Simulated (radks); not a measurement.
Values are calculated unless marked as measured or tabulated.
Q: Hg, configuration [Kr] 4d10 4f14 5s2 5p5 5d10 6s2 6p1 (not the ground configuration). Level of theory: scalar-relativistic Kohn-Sham, BLYP, spin-polarised, spherical densities, finite nucleus; open shells are filled with parallel spins first (spin-orbit coupling, left out, can overturn this in heavy ions); Fermi nuclear charge, rms radius 5.4648 fm (a radial shooting solver on a logarithmic mesh with Libxc functionals). Some entries of the table are withheld. Estimate them.

orbital,occ.,eigenvalue (Ry),<r^2> (bohr^2),r(max) (bohr)
1s up,1,-6111.621,0.0003809,0.01023
1s down,1,-6111.610,0.0003809,0.01023
2s up,1,-1083.781,0.005797,0.05915
2s down,1,-1083.775,0.005797,0.05915
2p up,3,-935.0359,0.004897,0.04906
2p down,3,-935.0265,0.004897,0.04906
3s up,1,-257.6358,0.03735,0.1668
3s down,1,-257.6287,0.03735,0.1668
3p up,3,-214.6378,0.03848,0.1664
3p down,3,-214.6297,0.03848,0.1664
3d up,5,-169.2958,0.03187,0.1355
3d down,5,-169.2876,0.03187,0.1355
4s up,1,-57.09716,0.1799,0.3757
4s down,1,-57.08347,0.1799,0.3757
4p up,3,-42.99318,0.2057,0.3957
4p down,3,-42.97903,0.2056,0.3957
4d up,5,-26.23268,0.2327,0.4027
4d down,5,-26.21622,0.2325,0.4027
5s up,1,-9.24129,0.9018,0.8258
5s down,1,-9.16749,0.9025,0.8253
4f up,7,-7.64868,0.2802,0.3663
4f down,7,-7.62661,0.2793,0.3663
5p up,3,-5.40622,1.196,(1)
5p down,2,-5.33457,1.200,(2)
5d up,5,-1.12234,2.370,(3)
5d down,5,-1.06983,2.399,(4)
6s up,1,-0.69553,7.280,2.114
6s down,1,-0.66515,7.280,2.110
6p up,1,-0.18498,17.35,2.958
6p down,0,-0.15591,18.40,2.971

A: 
(1) 5p up r(max) (bohr): 0.9239
(2) 5p down r(max) (bohr): 0.9240
(3) 5d up r(max) (bohr): 1.141
(4) 5d down r(max) (bohr): 1.145
